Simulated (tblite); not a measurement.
Compound: C₅H₇BO₂.
Structure used (GFN2-xTB), in Å, numbered top down from 1:
```
atom  x, y, z in Å
C1     2.5881   -0.8219    0.0278
C2     1.8080    0.2328   -0.1803
C3     0.3461    0.1689   -0.0705
O4    -0.1811   -0.9450    0.2301
B5    -1.7000   -1.1291    0.3791
O6    -2.4283    0.2074    0.1195
C7    -1.7818    1.2494   -0.1770
C8    -0.4050    1.3344   -0.2980
H9     2.1584   -1.7758    0.2873
H10    3.6601   -0.7654   -0.0533
H11    2.2153    1.1989   -0.4417
H12   -1.9158   -1.4469    1.5049
H13   -2.0527   -1.9034   -0.4525
H14   -2.3895    2.1421   -0.3444
H15    0.0738    2.2615   -0.5530
```

All values are computed: GFN2-xTB (tblite) harmonic vibrations without scaling, gas phase. The method is semi-empirical: single wavenumbers can be off by several per cent or more. Modes of hydrogen on boron can be 10 to 20 % off. One conformer, not necessarily the lowest.

Harmonic wavenumbers (cm⁻¹): 44.7, 84.0, 157.5, 199.4, 345.5, 404.1, 454.6, 503.9, 512.1, 614.1, 690.9, 731.0, 763.0, 779.8, 881.4, 911.4, 922.0, 960.6, 967.7, 1010.9, 1033.4, 1068.7, 1131.1, 1193.5, 1215.1, 1290.7, 1324.9, 1376.7, 1428.6, 1455.4, 1608.6, 1664.4, 2469.4, 2477.2, 2942.7, 3080.4, 3103.9, 3139.2, 3146.6.

A = 5069, B = 1548, C = 1197 MHz; mass 110.054 u (most abundant isotopes); point group Cs, symmetry number 1.

Problem. What is the zero-point energy?

Solution. Half the sum of the wavenumbers: 24045 cm⁻¹ = 287.64 kJ/mol.

Problem. Give the ideal-gas entropy at 273.15 K and 1 bar in the rigid-rotor, harmonic-oscillator model (classical rotation).

Solution. Translation 165.66, rotation 115.76, vibration 77.04: S = 358.5 J/(mol K).

Problem. And Cp and H(273.15 K) − H(0)?

Solution. Cp = 120.98 J/(mol K), of which vibrations give 87.72 (their classical limit is 39 R = 324.3); H(273.15 K) − H(0) = 20.32 kJ/mol without the zero-point energy, 11.23 from vibrations.

Problem. What must be added to the electronic energy to get the Gibbs energy at 273.15 K and 1 bar?

Solution. ZPE + [H(273.15 K) − H(0)] − T·S = 287.64 + 20.32 − 97.91 = 210.05 kJ/mol.

Problem. Which modes carry the vibrational entropy at 273.15 K?

Solution. 44.7 cm⁻¹: 20.36; 84.0 cm⁻¹: 15.16; 157.5 cm⁻¹: 10.10; 199.4 cm⁻¹: 8.28; 345.5 cm⁻¹: 4.40; 404.1 cm⁻¹: 3.44 J/(mol K); the other 33 give 15.30 together.

Problem. How do the functions run with temperature in this model?

Solution. 
```
 T (K)  S (J/(mol K))  Cp (J/(mol K))  H − H(0) (kJ/mol)  G − H(0) (kJ/mol)  ln q(vib)
    50          235.2            48.6               1.99              -9.76       0.43
   100          273.1            62.1               4.77             -22.54       1.28
298.15          369.5           130.5              23.46             -86.70       4.78
373.15          401.7           157.5              34.28            -115.62       6.17
   500          453.4           195.9              56.80            -169.90       8.60
   750          543.3           246.8             112.69            -294.82      13.39
  1000          619.0           278.3             178.62            -440.37      17.93
```

q(vib) and H(0) count from the zero-point level.

Problem. Blend soft modes into free rotors: weight 1/[1 + (100 cm⁻¹/ν̃)⁴] for the oscillator and the rest for a rotor with moment μB/(μ + B), μ = h/(8π²ν), B = 10⁻⁴⁴ kg m². What vibrational entropy results?

Solution. 69.92 J/(mol K) in place of 77.04, which changes −T·S at 273.15 K by +1.94 kJ/mol.

Hindered rotation and anharmonicity are outside this model. Other conformers, if any are populated, would add a mixing term that is left out.
